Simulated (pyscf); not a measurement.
Single points on ωB97X-D3(BJ)/def2-SVP structures (PySCF, gas phase).

Problem. For the elementary gas-phase step `[NH2][CH2][CH2][Al]([NH2])[NH2]` → `[CH3][CH2][NH][Al]([NH2])[NH2]` (singlet surface; H–N, Al–C broken, Al–N, C–H formed), what barrier and reaction energy does ωB97M-D3(BJ)/def2-TZVP give, measured from the reactant's lowest minimum found?

Solution. ΔE‡ = 229.3 kJ/mol, ΔE = -40.6 kJ/mol. Zero-point energy shifts the barrier by -12.1 kJ/mol. It is a concerted two-bond exchange, with an imaginary mode of 1771i cm⁻¹. On the product side the descent ends in a point that may be a rotor saddle (no frequency run), 5.4 kJ/mol over the lowest minimum found and 265.6 kJ/mol under the saddle at ωB97X-D3(BJ)/def2-TZVP. What is counted as formed (Al–N) is already present as a longer contact in the reactant adduct; forming that adduct is a step of its own. H₂N–CH₂–CH₂–Al(NH₂)–NH₂ is closed by a dative Al–N contact. This is the saddle that the search found; another between the same sides may lie lower.
